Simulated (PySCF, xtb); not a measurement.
methyltin tribromide (CH₃Br₃Sn), SMILES [CH3][Sn]([Br])([Br])[Br].

GFN2-xTB (xtb) at its own geometry gives an orbital gap of 1.89 eV and a dipole moment of 5.67 D.

The structure is a stationary point at B3LYP-D3(BJ)/def2-SVP. The def2 effective core potentials stand for the cores of Sn; spin–orbit coupling is left out.

Question: What does PySCF with PBE/def2-TZVP give? (An estimate is asked for; the answer gives what the named calculation found.)

Answer: gap 3.65 eV (levels -7.19 and -3.54 eV), dipole 2.97 D.
